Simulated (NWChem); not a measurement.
System meant: CH2F3In; SMILES F[C]([InH2])(F)F

NWChem input:

```
start job
memory heap 200 mb stack 900 mb global 1100 mb
geometry units angstroms noautoz
  In    -0.011583    -1.022349    -0.005394
  C     -0.012718     1.205614    -0.022438
  F     -1.215168     1.744621    -0.282352
  F      0.837940     1.711832    -0.933488
  F      0.373601     1.690025     1.175174
  H      1.538099    -1.778251     0.025954
  H     -1.542824    -1.816496    -0.005143
end
basis spherical
  In library def2-svp
  C library def2-svp
  F library def2-svp
  H library def2-svp
end
dft
  xc b3lyp
  iterations 150
  mulliken
end
task dft energy
```

End of the output:

```
             Grid Information
             ----------------
          Grid used for XC integration:  medium
          Radial quadrature: Mura-Knowles
          Angular quadrature: Lebedev.
          Tag              B.-S. Rad. Rad. Pts. Rad. Cut. Ang. Pts.
          ---              ---------- --------- --------- ---------
          In                  1.55      123           8.0       590
          C                   0.70       49          10.0       434
          F                   0.50       49          11.0       434
          H                   0.35       45          10.0       434
          Grid pruning is: on
          Number of quadrature shells:   409
          Spatial weights used:  Erf1

          Convergence Information
          -----------------------
          Convergence aids based upon iterative change in
          total energy or number of iterations.
          Levelshifting, if invoked, occurs when the
          HOMO/LUMO gap drops below (HL_TOL):  1.00D-02
          DIIS, if invoked, will attempt to extrapolate
          using up to (NFOCK): 10 stored Fock matrices.

                    Damping( 0%)  Levelshifting(0.5)       DIIS
                  --------------- ------------------- ---------------
          dE  on:    start            ASAP                start
          dE off:    2 iters        150 iters           150 iters

      Screening Tolerance Information
      -------------------------------
          Density screening/tol_rho:  1.00D-10
          AO Gaussian exp screening on grid/accAOfunc:  14
          CD Gaussian exp screening on grid/accCDfunc:  20
          XC Gaussian exp screening on grid/accXCfunc:  20
          Schwarz screening/accCoul:  1.00D-08

      Superposition of Atomic Density Guess
      -------------------------------------

      charge =      49.0 In (Indium)

      symmetry species            s     p     d     f
      number of basis functions =10     7     6
      number of cont. functions = 4     4     2
      number of closed shells   = 5     3     2
      number of open shells     = 0     1     0
      open shell occupation     = 0     1     0
 ------------------------------------------------------------------------
 atomscf:atomd: error in atom scf                   0
 ------------------------------------------------------------------------
 ------------------------------------------------------------------------
  current input line :
    23: task dft energy
 ------------------------------------------------------------------------
 ------------------------------------------------------------------------
 This error has not yet been assigned to a category
 ------------------------------------------------------------------------
 For more information see the NWChem manual at https://nwchemgit.github.io

0:atomscf:atomd: error in atom scf:Received an Error in Communication
```

**Question.** Can this run be used? If not, why, and what is the fix?

**Answer.** The program stopped with an error. Cause: the def2 basis of a heavy element holds valence functions alone and wants its effective core potential (without it all electrons must fit into that basis). This input runs:
```
start job
memory heap 200 mb stack 900 mb global 1100 mb
geometry units angstroms noautoz
  In    -0.011583    -1.022349    -0.005394
  C     -0.012718     1.205614    -0.022438
  F     -1.215168     1.744621    -0.282352
  F      0.837940     1.711832    -0.933488
  F      0.373601     1.690025     1.175174
  H      1.538099    -1.778251     0.025954
  H     -1.542824    -1.816496    -0.005143
end
basis spherical
  In library def2-svp
  C library def2-svp
  F library def2-svp
  H library def2-svp
end
ecp
  In library def2-ecp
end
dft
  xc b3lyp
  iterations 150
  mulliken
end
task dft energy
```
It converges to -528.73116 Ha (B3LYP/def2-SVP with def2 effective core potentials on In).
